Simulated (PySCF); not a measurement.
Species: potassium fluoride, KF.
Z-matrix (Å and degrees, PBE0-D3(BJ)/def2-TZVP geometry), rows numbered from 1:
```
F 
K   1  2.1882
```

The closed-shell ground state was solved at several levels (PySCF, density fitting, gas phase, non-relativistic). Isolated species at its PBE0-D3(BJ)/def2-TZVP geometry, gas phase.

```
                      level  basis functions  total energy (Eh)  HOMO (eV)  LUMO (eV)  gap (eV)  dipole (D)
              PBE0/pcSseg-2               86          -699.6051      -6.48      -1.00      5.48        8.45
B3LYP/pcJ-2 (pcSseg-2 on K)              101          -699.8966      -6.26      -1.31      4.95        8.38
             B97-2/pcSseg-2               86          -699.9032      -6.13      -0.98      5.15        8.45
 PBE0/pcJ-2 (pcSseg-2 on K)              101          -699.6082      -6.48      -1.00      5.48        8.45
           wB97X-D/pcSseg-2               86          -699.8502      -8.44       0.17      8.61        8.59
```

**Question.** What might B97-2/pcJ-2 (pcSseg-2 on K) (101 basis functions) give for the same quantities?

**Answer.** Total energy -699.9064 Eh, HOMO -6.13 eV, LUMO -0.98 eV, gap 5.15 eV, dipole 8.44 D.

**Question.** Over all these levels, which gives the widest orbital gap and which the narrowest?

**Answer.** wB97X-D/pcSseg-2 (range-separated hybrid) has the widest, 8.61 eV, and B3LYP/pcJ-2 (pcSseg-2 on K) (global hybrid, 20 % exact exchange) the narrowest, 4.95 eV. Functional and basis both differ between the two, so the spread mixes both effects.

**Question.** How far do the dipole and the HOMO energy spread over the levels?

**Answer.** The dipole runs from 8.38 to 8.59 D (mean 8.46 D) and the HOMO from -8.44 to -6.13 eV.

Note: wB97X-D ran without an empirical dispersion term, which enters the total energy and its gradient alone.
